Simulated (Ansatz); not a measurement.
Consider the redistribution: `C[N](C)[Y]([OH])[OH]` + `[CH3][In]([SH])[Cl]` → `[CH3][Y]([OH])[OH]` + `C[N](C)[In]([SH])[Cl]`.

Isolated molecules relaxed with PBE0-D4/def2-TZVP in Ansatz; ΔE leaves out vibrations. CCSD(T)/CBS is the MP2 limit (def2-TZVPP, def2-QZVPP) plus CCSD(T) − MP2 in def2-TZVPP, frozen cores. Functionals use def2-TZVPP. B3LYP here is the variant with VWN-RPA as its local correlation; programs differ in this. def2 core potentials past Kr. For In, Y outer-core shells are correlated without core-valence functions, which leaves a few kJ/mol of doubt a bond. One conformer a species, not always the lowest.

`C[N](C)[Y]([OH])[OH]`:

Z-matrix (Å, degrees):
```
C
Y 1 3.196
N 1 1.441 2 33.7
H 1 1.103 2 124.9 3 -77.5
H 1 1.096 2 77.3 3 -180.0
H 1 1.103 2 124.8 3 77.6
O 2 2.034 1 93.9 3 -179.9
O 2 2.034 1 137.6 3 -0.0
C 2 3.195 1 43.6 3 -0.0
H 7 0.952 2 170.4 1 179.9
H 8 0.952 2 170.4 1 -179.9
H 9 1.096 2 77.3 1 180.0
H 9 1.103 2 124.9 1 -77.6
H 9 1.103 2 124.9 1 77.6
```

`[CH3][In]([SH])[Cl]`:

```xyz
8

C    -0.140   -0.441    1.522
In   -0.007    0.260   -0.485
S     0.879   -0.792   -2.420
Cl   -0.829    2.392   -1.008
H    -0.564    0.345    2.145
H    -0.777   -1.325    1.556
H     0.854   -0.706    1.883
H     0.583    0.267   -3.193
```

`[CH3][Y]([OH])[OH]`:

Z-matrix (Å, degrees):
```
C
Y 1 2.378
H 1 1.100 2 111.1
H 1 1.098 2 113.5 3 118.6
H 1 1.098 2 113.7 3 -119.0
O 2 2.021 1 115.7 3 85.4
O 2 2.021 1 115.6 3 -76.4
H 6 0.952 2 171.9 1 -142.3
H 7 0.952 2 171.9 1 142.1
```

`C[N](C)[In]([SH])[Cl]`:

```xyz
13

C     0.831    1.216    0.715
N     0.021    0.384   -0.136
C    -0.532    1.077   -1.271
In   -0.306   -1.547    0.219
S     0.558   -2.758    2.056
Cl   -1.651   -2.645   -1.332
H     1.686    1.641    0.170
H     1.230    0.651    1.562
H     0.254    2.059    1.124
H     0.259    1.495   -1.911
H    -1.175    1.913   -0.958
H    -1.136    0.406   -1.886
H    -0.039   -3.892    1.651
```

```
             level  ΔE (kJ/mol)  difference from CCSD(T)/CBS
            PBE-D4        108.3                         10.1
          B3LYP-D4        106.4                          8.2
           ωB97X-V        102.2                          4.0
            B2PLYP        107.5                          9.3
               PBE        110.2                         12.0
              PBE0        108.7                         10.5
             B3LYP        109.6                         11.4
     HF/def2-TZVPP        100.8                          2.6
    MP2/def2-TZVPP        107.0                          8.8
   CCSD/def2-TZVPP        103.6                          5.4
CCSD(T)/def2-TZVPP        103.9                          5.7
     HF/def2-QZVPP        100.5                          2.3
    MP2/def2-QZVPP        103.6                          5.4
SCS-MP2/def2-QZVPP        102.6                          4.4
      HF/CBS(def2)        100.5                          2.3
    CCSD/CBS(def2)         97.9                         -0.3
       CCSD(T)/CBS         98.2                            0
```

Largest T1 diagnostic among the species: 0.014.

The D4 term adds −3.2 kJ/mol with B3LYP and −1.8 kJ/mol with PBE0; it sums over pairs of atoms, weighted by their polarisabilities, and B3LYP, whose exchange is more repulsive, gets the larger term. In def2-TZVPP, CCSD(T) changes the Hartree–Fock value by +3.0 kJ/mol (the triples alone add +0.3 kJ/mol) and MP2 by +6.1 kJ/mol.
